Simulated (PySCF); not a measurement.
trichloroethylene (C2HCl3), SMILES ClC=C(Cl)Cl.

Geometry: PBE0-D3(BJ)/def2-SVP.

These are PySCF with CAM-B3LYP/def2-TZVP values and carry that method's errors.

Computed frontier levels, gap, dipole moment and polarisability:
highest occupied level: -8.60 eV
lowest empty level: 0.24 eV
orbital gap: 8.85 eV
dipole moment: 0.87 D
quadrupole, principal values (traceless, Buckingham form, about the centre of nuclear charge): -2.01, -1.75, 3.76 D·Å
mean static polarisability: 59.9 bohr³ (8.88 Å³)
polarisability, principal values: 36.3, 61.3, 82.1 bohr³
